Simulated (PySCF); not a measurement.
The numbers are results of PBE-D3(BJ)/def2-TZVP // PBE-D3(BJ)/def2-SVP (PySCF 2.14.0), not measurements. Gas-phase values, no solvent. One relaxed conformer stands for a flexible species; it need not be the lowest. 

Reference species (SMILES): `[I][Sn]([I])([CH2]C)[CH2]C` (C–C–Sn–I torsion 59°, I–Sn–C–C torsion -57°) (neutral, multiplicity 1).

```
Quantity          Value
-------------  --------
LUMO           -2.58 eV
HOMO–LUMO gap   3.61 eV
```

Changed species: `[I][Sn]([I])([I])[I]` (4 of 4 C2H5 replaced by I; the reference has 2 of 4 C2H5 replaced by I).

**Question.** Give the shifts of the LUMO and HOMO–LUMO gap.

**Answer.** the LUMO decreases by 2.03 eV, to -4.61 eV; the HOMO–LUMO gap falls by 1.44 eV, to 2.17 eV.
